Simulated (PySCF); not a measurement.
# As: electron affinity

As⁻ [Ar] 3d10 4s2 4p4 (3P) → As [Ar] 3d10 4s2 4p3 (4S), as a difference of total energies. Calculation: PySCF 2.14, in aug-cc-pVDZ-DK (6s5p3d, 36 functions); the spin-free X2C one-electron Hamiltonian (Gaussian nucleus). Correlated levels: valence: [Ar] 3d10 frozen. The calculations carry no spin-orbit coupling.

Order these methods by the electron affinity they give, lowest first.
A. SCS-MP2 (valence)
B. UHF
C. CCSDT (valence)
D. CCSD (valence)

B (-0.339 eV), A (0.279 eV), D (0.310 eV), C (0.366 eV).

A first-order spin-orbit estimate (lowest level to lowest level, LS coupling) adds 0.064 eV.

Errors of the correlated levels include the incompleteness of this basis and the frozen core.

A negative affinity means that the anion lies above the atom at that level of theory.

For comparison: 0.804 eV (measured; photodetachment measurements, as compiled on the Wikipedia data page of electron affinities).
